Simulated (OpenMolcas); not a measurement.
An OpenMolcas run meant for Cl5+ (ANO-R1, X2C; inactive shells 1s 2s 2p; intended active space 2 electrons in 4 orbitals (3s 3p)). One step of its input:

```
&CASPT2
Multistate=1 1
Frozen=1 0
IPEA=1.5
Imaginary=0.1
MaxIter=60
WThr=0.0 0.3 0.05
PrWF=0.5
NoMix
```

The run finished. Its levels beside those of a sound run (SS-CASPT2, IPEA 0.25 Eh, imaginary shift 0.1 Eh (closed shells correlated: 2s 2p)), in cm⁻¹ above each run's lowest level:

```csv
Level,This run,Usual run
3s² ¹S₀,0.0,0.0
3s 3p ³P°₀,88993,88736
3s 3p ³P°₁,89510,89253
3s 3p ³P°₂,90573,90316
3s 3p ¹P°₁,145501,143593
```

Problem. Which setting is unsound, and how much does it matter here?

Solution. The IPEA shift is far above its usual 0.25 hartree. Against the sound run the excited levels shown move by 670 cm-1 on average and by 1900 cm-1 at most.

The basis is small and was not contracted for so high a charge. Only configurations of the active space appear.

° marks odd parity.
